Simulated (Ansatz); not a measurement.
Reaction (formal exchange of groups at the Si–Si bond): `[SiH3][SiH2][SiH2][SiH2][SiH2][SiH3]` + SiH₄ → `[SiH3][SiH2][SiH2][SiH3]` + `[SiH3][SiH2][SiH3]`

Calculated with Ansatz (gas phase, PBE0-D4/def2-TZVP geometries, no zero-point term in ΔE). CCSD(T)/CBS adds triple-zeta CCSD(T) − MP2 to the extrapolated MP2 energy (def2 sets, frozen cores). This one scheme is used for every species. DFT in def2-TZVPP. Each species was taken in one conformer, which may not be the lowest.

`[SiH3][SiH2][SiH2][SiH2][SiH2][SiH3]`:

Cartesian coordinates in Å:
```
Si -2.588 -0.170 -0.746
Si -0.928 0.640 -2.183
Si 1.174 -0.308 -1.774
Si 2.256 0.775 -0.006
Si 0.847 0.864 1.858
Si 0.090 -1.292 2.361
H -2.650 -1.653 -0.835
H -3.912 0.389 -1.136
H -2.315 0.211 0.665
H -0.835 2.122 -2.054
H -1.344 0.331 -3.581
H 1.005 -1.751 -1.445
H 2.010 -0.213 -3.005
H 2.629 2.152 -0.436
H 3.504 0.041 0.349
H 1.561 1.435 3.034
H -0.309 1.749 1.541
H 1.223 -2.102 2.885
H -0.996 -1.269 3.377
H -0.423 -1.951 1.130
```

SiH₄:

Z-matrix (Å, degrees):
```
Si
H 1 1.485
H 1 1.485 2 109.5
H 1 1.485 2 109.5 3 -120.0
H 1 1.485 2 109.5 3 120.0
```

`[SiH3][SiH2][SiH2][SiH3]`:

Z-matrix (Å, degrees):
```
Si
Si 1 2.338
H 1 1.488 2 111.3
H 1 1.488 2 109.6 3 120.3
H 1 1.488 2 109.9 3 -120.5
Si 2 2.338 1 109.8 3 177.7
H 2 1.490 1 109.3 3 -62.8
H 2 1.490 1 109.9 3 55.8
Si 6 2.338 2 109.8 1 56.6
H 6 1.490 2 109.1 1 -63.0
H 6 1.490 2 110.6 1 178.1
H 9 1.488 6 111.3 2 177.5
H 9 1.488 6 109.6 2 -62.2
H 9 1.488 6 109.9 2 57.0
```

`[SiH3][SiH2][SiH3]`:

Z-matrix (Å, degrees):
```
Si
Si 1 2.338
H 1 1.488 2 109.8
H 1 1.488 2 111.3 3 120.4
H 1 1.488 2 109.8 3 -119.2
Si 2 2.338 1 110.3 3 59.6
H 2 1.490 1 109.6 3 -179.6
H 2 1.490 1 109.6 3 -61.1
H 6 1.488 2 109.8 1 -59.5
H 6 1.488 2 109.8 1 59.7
H 6 1.488 2 111.3 1 -179.9
```

```json
{"level": "PBE0-D4", "ΔE (kJ/mol)": "11.9", "difference from CCSD(T)/CBS": "0.2"}
{"level": "r2SCANh-D4", "ΔE (kJ/mol)": "9.8", "difference from CCSD(T)/CBS": "-1.9"}
{"level": "ωB97X-V", "ΔE (kJ/mol)": "9.7", "difference from CCSD(T)/CBS": "-2.0"}
{"level": "ωB97M-V", "ΔE (kJ/mol)": "11.4", "difference from CCSD(T)/CBS": "-0.3"}
{"level": "B2PLYP", "ΔE (kJ/mol)": "3.2", "difference from CCSD(T)/CBS": "-8.5"}
{"level": "revPBE", "ΔE (kJ/mol)": "-5.5", "difference from CCSD(T)/CBS": "-17.2"}
{"level": "CAM-B3LYP", "ΔE (kJ/mol)": "-0.9", "difference from CCSD(T)/CBS": "-12.6"}
{"level": "HF/def2-TZVPP", "ΔE (kJ/mol)": "-5.8", "difference from CCSD(T)/CBS": "-17.5"}
{"level": "MP2/def2-QZVPP", "ΔE (kJ/mol)": "13.8", "difference from CCSD(T)/CBS": "2.1"}
{"level": "SCS-MP2/def2-QZVPP", "ΔE (kJ/mol)": "9.6", "difference from CCSD(T)/CBS": "-2.1"}
{"level": "CCSD(T)/CBS", "ΔE (kJ/mol)": "11.7", "difference from CCSD(T)/CBS": "0"}
```

Largest T1 diagnostic among the species: 0.014.

In def2-TZVPP, CCSD(T) changes the Hartree–Fock value by +16.7 kJ/mol (the triples alone add +3.2 kJ/mol) and MP2 by +19.3 kJ/mol. From BLYP to BHLYP (50 % exact exchange), in def2-TZVPP and without D4, ΔE moves by +4.6 kJ/mol. The D4 term adds +16.7 kJ/mol with B3LYP and +10.4 kJ/mol with PBE0; it sums over pairs of atoms, weighted by their polarisabilities, and B3LYP, whose exchange is more repulsive, gets the larger term.

B3LYP here is the variant with VWN-RPA as its local correlation; programs differ in this.
